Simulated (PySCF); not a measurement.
Computed IR spectrum (relative IR intensity) of a molecule C3H6O2Si. Coordinates come from a PBE-D3(BJ)/def2-SVP optimisation. Other conformers were not sampled. Level of theory: PySCF with PBE-D3(BJ)/def2-SVP. Frequencies are harmonic and unscaled.

Lines under 2 % of the strongest are left out, and lines within 2 cm⁻¹ are merged.

| ν (cm⁻¹) | relative intensity |
|---|---|
| 203 | 9.5 |
| 228 | 4.7 |
| 264 | 17 |
| 340 | 23 |
| 372 | 14 |
| 384 | 17 |
| 576 | 8.0 |
| 695 | 20 |
| 700 | 11 |
| 740 | 17 |
| 747 | 8.9 |
| 792 | 45 |
| 869 | 100 |
| 879 | 14 |
| 917 | 32 |
| 1224 | 10 |
| 2090 | 11 |
| 3390 | 12 |
| 3756 | 19 |
| 3759 | 17 |

**Question.** Pick the molecule that these values belong to.
(A) OC[Si@@H]1C=CO1
(B) O[Si]1(O)C=CC1
(C) C#C[Si](C)(O)O
(D) O=CCC(=O)[SiH3]

**Answer.** C, C#C[Si](C)(O)O
